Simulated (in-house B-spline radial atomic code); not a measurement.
## Binding energies in Hf XX (Hf19+)

NIST's tabulated ground configuration is [Kr] 4d10 4f7; each binding energy is the energy of the ion with one electron taken from that subshell, relaxed, less that of the parent. Level of theory: Dirac-Hartree-Fock, average of configuration, Fermi nucleus of rms radius 5.347 fm; calculated with an all-electron radial atomic-structure program (B-spline basis). Energies include first-order Breit, QED and recoil terms.

```csv
subshell,X-ray name,binding energy (eV),-ε (eV),relaxation (eV)
2s,L1,11800.1,11877.2,38.1
2p1/2,L2,11260.5,11341.3,42.5
2p3/2,L3,10082.4,10147.1,39.6
3s,M1,3127.9,3151.9,16.1
3p1/2,M2,2890.9,2915.2,17.1
3p3/2,M3,2634.5,2654.8,15.7
3d3/2,M4,2238.9,2259.9,18.2
3d5/2,M5,2184.3,2203.8,17.7
4s,N1,1034.8,1040.3,3.6
4p1/2,N2,935.5,940.8,3.6
4p3/2,N3,872.4,876.5,3.1
4d3/2,N4,707.2,710.7,3.0
4d5/2,N5,695.1,698.2,2.9
4f,"N6,7",494.4,497.2,2.8
```

Relaxation = -ε minus the binding energy without Breit, QED and recoil terms.

Emission lines follow as differences of binding energies, with λ = 12398.42 eV·Å / E:

```csv
line,holes,energy (eV),wavelength (Å)
L3-M5,2p3/2 → 3d5/2,7898.1,1.5698
L2-M4,2p1/2 → 3d3/2,9021.6,1.3743
L1-M3,2s → 3p3/2,9165.6,1.3527
L3-M1,2p3/2 → 3s,6954.5,1.7828
L2-N4,2p1/2 → 4d3/2,10553.3,1.1748
```

Q: What does it cost to remove both a 2s and a 4f electron?

A: 12343 eV, which is 48.2 eV more than the two single binding energies together.

Q: What does it cost to remove both a 3p1/2 and a 4s electron?

A: 3977.7 eV, which is 51.97 eV more than the two single binding energies together.

Q: What does it cost to remove both a 2p3/2 and a 4s electron?

A: 11173 eV, which is 56.29 eV more than the two single binding energies together.
